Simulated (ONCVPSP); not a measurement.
# Configuration tests for Re (ONCV)

- Element: Re
- Generator: ONCVPSP 4.0.1
- Type: optimised norm-conserving Vanderbilt (ONCV)
- Functional: LDA (Perdew-Wang 92)
- Relativity: scalar-relativistic
- Frozen core: [Xe] 4f14
- Valence charge: 7
- Reference configuration: 5d5 6s2
- Partial waves: 6s: rc 2.55 bohr, ncon 4, nbas 9, qcut 2.7 1/bohr, 2 projectors, debl 2.7 Ha; p scattering state at 0.08 Ha: rc 2.65 bohr, ncon 3, nbas 8, qcut 2.6 1/bohr, 2 projectors, debl 3 Ha; 5d: rc 1.65 bohr, ncon 3, nbas 7, qcut 5 1/bohr, 2 projectors, debl 3.7 Ha; f scattering state at 0.39 Ha: rc 2.60 bohr, ncon 3, nbas 6, qcut 4.1 1/bohr, 2 projectors, debl 1 Ha
- Local potential: polynomial inside 1.25 bohr (lpopt 5, dvloc0 0 Ha)
- Core correction: Teter function, fcfact 1.75, rcfact 1.6

In the p channel the program set the typed energies aside and used 0.050, 3.050 Ha.

Energies are relative to the spin-unpolarised reference configuration 5d5 6s2; without spin polarisation the order of configurations can differ from experiment.

```json
{"valence configuration": "5d4 6s0", "charge": "+3", "ΔE all-electron (eV)": "53.625", "error AE − PS (meV)": "-211"}
{"valence configuration": "5d6 6s0", "charge": "+1", "ΔE all-electron (eV)": "9.708", "error AE − PS (meV)": "-91"}
```

Problem. What are ΔE and the potential's error for 5d5 6s0?

Solution. ΔE = 26.179 eV all-electron; the error (AE − PS) is -94 meV.

Problem. What are ΔE and the potential's error for 5d5 6s1?

Solution. ΔE = 9.508 eV all-electron; the error (AE − PS) is -18 meV.

Levels in the configuration 5d4 6s0:

```json
{"level": "5d", "all-electron (eV)": "-33.383", "pseudo (eV)": "-33.582"}
```

Note: ghosts flagged at negative energy: s at -112.1 eV, p at -11.4 eV (a further GHOST(-) flag falls on a real empty level of the atom); GHOST(+) flagged for f at 207.4 eV. A true bound ghost makes a file unfit for plane-wave use.
